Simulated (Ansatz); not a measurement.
Start from `B[SiH](O)F` and change one atom or group to get `O[SiH](F)[SiH2]Br`.

Ansatz, PBE0-D4/def2-TZVP geometries, multiplicity 1. Each molecule was computed in one conformer, which needn't be the lowest.

Scalar relativity is left out up to krypton. Spin–orbit coupling is left out; it splits and shifts lone-pair levels of the heavy atoms by tenths of an eV.

| property | `B[SiH](O)F` |
| --- | --- |
| HOMO energy (PBE/def2-TZVPP) / eV | -6.93 |
| zero-point energy (PBE0-D4/def2-TZVP) / kJ/mol | 121.0 |
| size of the dipole moment (PBE/def2-TZVPP) / D | 1.75 |
| HOMO–LUMO gap (PBE0/def2-TZVPP) / eV | 5.54 |
| HOMO–LUMO gap (B3LYP/def2-TZVPP) / eV | 5.14 |
| ideal-gas entropy at 298 K and 1 bar (rigid rotor, harmonic PBE0-D4/def2-TZVP) / J/(mol·K) | 320 |

Task: What does the change do to each property? (Best estimate.)

Result: The calculation gave: 
```tsv
property	`O[SiH](F)[SiH2]Br`	shift
HOMO energy (PBE/def2-TZVPP) / eV	-6.90	0.03
zero-point energy (PBE0-D4/def2-TZVP) / kJ/mol	118.4	-2.6
size of the dipole moment (PBE/def2-TZVPP) / D	1.18	-0.57
HOMO–LUMO gap (PBE0/def2-TZVPP) / eV	6.92	1.38
HOMO–LUMO gap (B3LYP/def2-TZVPP) / eV	6.55	1.41
ideal-gas entropy at 298 K and 1 bar (rigid rotor, harmonic PBE0-D4/def2-TZVP) / J/(mol·K)	380	60
```

With PBE0 the HOMO rises by 0.16 eV and the LUMO rises by 1.54 eV, so the gap widens by about 1.38 eV. PBE moves the HOMO by 0.03 eV and ωB97M-V by 0.30 eV. The zero-point energy changes by -2.6 kJ/mol with +3 modes. Dipoles are sizes alone; their direction can turn. Modes under 60 cm⁻¹, often nearly free rotors, make the harmonic entropy too high.

B3LYP here is the variant with VWN-RPA as its local correlation; programs differ in this.
